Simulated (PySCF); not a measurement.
## Dipole response of Si⁻ (silicon, charge -1)

[Ne] 3s2 3p3, high-spin 4S determinant. Computed with PySCF 2.14 in aug-cc-pwCVDZ, with the non-relativistic Hamiltonian (point nucleus). Coupled (time-dependent) response in atomic units; α is the mean over directions. A double-zeta set is small for polarisabilities.

```json
{"method": "UHF", "mean α (bohr³)": "89.70", "C₆ (like pair)": "1163", "S(−4)": "3807"}
```

S(−4) is the Cauchy moment in α(ω) = α(0) + S(−4) ω² + …

α(iu) at UHF:

```json
{"u (hartree)": "0", "α(iu) (bohr³)": "89.70"}
{"u (hartree)": "0.0500", "α(iu) (bohr³)": "81.58"}
{"u (hartree)": "0.100", "α(iu) (bohr³)": "66.68"}
{"u (hartree)": "0.200", "α(iu) (bohr³)": "43.42"}
{"u (hartree)": "0.300", "α(iu) (bohr³)": "29.22"}
{"u (hartree)": "0.500", "α(iu) (bohr³)": "14.82"}
{"u (hartree)": "0.750", "α(iu) (bohr³)": "7.695"}
{"u (hartree)": "1.00", "α(iu) (bohr³)": "4.656"}
{"u (hartree)": "1.50", "α(iu) (bohr³)": "2.247"}
{"u (hartree)": "2.00", "α(iu) (bohr³)": "1.345"}
{"u (hartree)": "3.00", "α(iu) (bohr³)": "0.6701"}
{"u (hartree)": "5.00", "α(iu) (bohr³)": "0.2943"}
```

For an ion, C₆ is the dispersion term alone; charge-induced terms of lower order in 1/R come first.
